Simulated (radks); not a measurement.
Sb XLI, 11 electrons, occupied as [Ne] 3s1 (the NIST ground configuration). Method: non-relativistic Kohn-Sham, LDA (Slater exchange, Perdew-Wang correlation), spin-unpolarised, spherical densities, point nucleus; relativity is left out, which matters for an element this heavy; computed with a radial shooting solver on a logarithmic mesh with Libxc functionals. Some entries of the table are withheld. Estimate them.

orbital  occ.  eigenvalue (hartree)  <r^2> (bohr^2)
1s          2                   (1)        0.001189
2s          2                   (2)         0.01866
2p          6                   (3)             (4)
3s          1             -101.7751          0.1017

Answer. 
(1) 1s eigenvalue (hartree): -1164.335
(2) 2s eigenvalue (hartree): -246.8592
(3) 2p eigenvalue (hartree): -238.2551
(4) 2p <r^2> (bohr^2): 0.01394
